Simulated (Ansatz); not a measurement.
Species: SiAsH₅, charge 0, singlet. SiAsH5 (silylarsane, SMILES [AsH2][SiH3]).
B3LYP-D3(BJ)/def2-TZVP minimum from Ansatz (an electronic-structure program):
```xyz
7

Si    -1.5373     0.1376     0.3254
As     0.7729    -0.0588    -0.2222
H     -2.2860    -0.8593    -0.4750
H     -1.9869     1.4962    -0.0582
H     -1.8237    -0.0802     1.7618
H      0.9199    -1.3459     0.5839
H      1.1929     0.8037     0.9642
```

Property: atomisation energy (electronic, to ground-state atoms), in kcal/mol. Open shells are spin-unrestricted; no spin-orbit coupling. Correlated methods leave the cores frozen (noble-gas shells, and filled d and f shells in the p block). No relativity. CBS(X,Y): correlation extrapolated as X^-3, Hartree-Fock from the larger set. A bracket is a step between two methods taken in the basis named. For partners of very few electrons the exact lower level stands in for a higher one.

CCSD(T)/CBS(def2-TZVPP,def2-QZVPP) + [CCSDT(Q) - CCSD(T)]/def2-TZVPP (Ansatz) gives 436.7 kcal/mol.

Task: What does PBE/def2-TZVPD (Ansatz) give here, and how do the other levels compare?

Result: PBE gives 430.1 kcal/mol, 6.6 kcal/mol below it. Differences of the others: B3LYP/def2-TZVPD (Ansatz) -0.3; wB97M-V/def2-TZVPD (Ansatz) 0.7; CCSD(T)/CBS(def2-TZVPP,def2-QZVPP) (Ansatz) -0.3 kcal/mol.
